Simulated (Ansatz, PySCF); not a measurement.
WOCl3, SMILES [Cl][W](=[O])([Cl])[Cl] (connectivity only; charge and spin as stated), neutral, multiplicity 2. Atoms are numbered in the order given.

```xyz
5

W     -0.0364     0.1810     0.0000
O      0.1990     1.8416     0.0000
Cl    -2.1715    -0.6043     0.0000
Cl     1.2307    -0.6758    -1.6862
Cl     1.2307    -0.6758     1.6862
```
Charge 0, spin multiplicity 2.

Geometry optimised at PBE0-D3(BJ)/def2-SVP. The multiplicity is an assumed one; other spin states were not compared. The isomer is the one that the SMILES or the coordinates give; other isomers of the formula were not compared. The def2 effective core potentials stand for the cores of W; spin–orbit coupling is left out.

Two levels are set side by side: PBE-D3(BJ)/def2-SVP (Ansatz, a quantum-chemistry and plane-wave program) and PBE0-D3(BJ)/def2-SVP (Ansatz). Each level has its own optimised geometry; the coordinates shown are those of the second. Frequencies come from the Hessian of PySCF at each geometry. Differences are taken from unrounded values.

| quantity | PBE0-D3(BJ) | PBE-D3(BJ) | PBE-D3(BJ) minus PBE0-D3(BJ) |
|---|---|---|---|
| mean bond length (Å) | 2.126 | 2.142 | 0.016 |
| bond W1–O2 (Å) | 1.677 | 1.700 | 0.023 |
| bond W1–Cl3 (Å) | 2.275 | 2.285 | 0.010 |
| bond W1–Cl4 (Å) | 2.277 | 2.292 | 0.016 |
| bond W1–Cl5 (Å) | 2.277 | 2.292 | 0.016 |
| highest harmonic wavenumber (cm⁻¹) | 1065 | 1004 | -62 |
| mean harmonic wavenumber (cm⁻¹) | 322 | 309 | -13 |
| zero-point energy (kcal/mol) | 4.15 | 3.98 | -0.17 |

GGA bonds tend to be longer and softer than those of functionals with exact exchange. Differences between two approximate levels are no errors against the true value.
